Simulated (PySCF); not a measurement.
H₆Si₃, SMILES [SiH2]1[SiH2][SiH2]1.

Geometry: PBE-D3(BJ)/def2-SVP.

These are PBE-D3(BJ)/def2-SVP run with PySCF 2.14.0 values and carry that method's errors.

Frequencies are harmonic and unscaled.

Modes within 1.5 cm⁻¹ of each other (mostly degenerate sets) share a row, with their intensities summed.

Computed normal modes with their intensities:
| mode | ν (cm⁻¹) | IR (km/mol) | moving atoms (share of kinetic energy) |
|---|---|---|---|
| 1–2 | 186 | 0.0 | H 96 % |
| 3 | 329 | 16.2 | H 98 % |
| 4–5 | 366 | 3.6 | Si 92 % |
| 6 | 380 | 0.0 | H 84 %, Si 16 % |
| 7 | 493 | 0.0 | Si 89 %, H 11 % |
| 8–9 | 576 | 0.0 | H 85 %, Si 15 % |
| 10–11 | 590 | 80.0 | H 91 %, Si 9 % |
| 12 | 639 | 0.0 | H 100 % |
| 13 | 841 | 0.0 | H 91 %, Si 9 % |
| 14–15 | 845 | 327.6 | H 96 % |
| 16–18 | 2153 | 204.8 | H 98 % |
| 19–20 | 2179 | 0.0 | H 95 % |
| 21 | 2189 | 152.5 | H 95 % |
